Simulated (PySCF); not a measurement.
## Rotational lines of ZnS

Lines J+1 ← J of the vibrational ground state, computed from RHF-CCSD(T) constants of ZnS, ¹Σ⁺ (singlet), closed shell (Zn def2-SVP, S def2-SVP; no relativity (PySCF 2.14); masses 63.9291 and 31.9721 u), in MHz:

| J | ν (MHz) |
| --- | --- |
| 0 | 10839.6 |
| 1 | 21679.1 |
| 2 | 32518.4 |
| 3 | 43357.4 |
| 4 | 54196.1 |

**Question.** Find B0 and the effective bond length r0; with αe = 0.00111 cm⁻¹, find Re.

**Answer.** ν = 2B0(J+1) − 4D(J+1)³ gives B0 = 0.18079 cm⁻¹. With the reduced mass μred = 21.313 u, r0 = √(16.8576/(μred·B0)) (u, cm⁻¹, Å) = 2.0916 Å. Be = B0 + αe/2 = 0.18135 cm⁻¹ gives Re = 2.088 Å.

Correlated steps freeze 10 core orbitals. Correlated levels converge slowly with the basis: in double zeta they bind strong bonds too weakly, by up to about 1 eV, and carry superposition errors of some tenths. Where the molecule has an RHF reference, its open-shell atoms are computed with UHF.
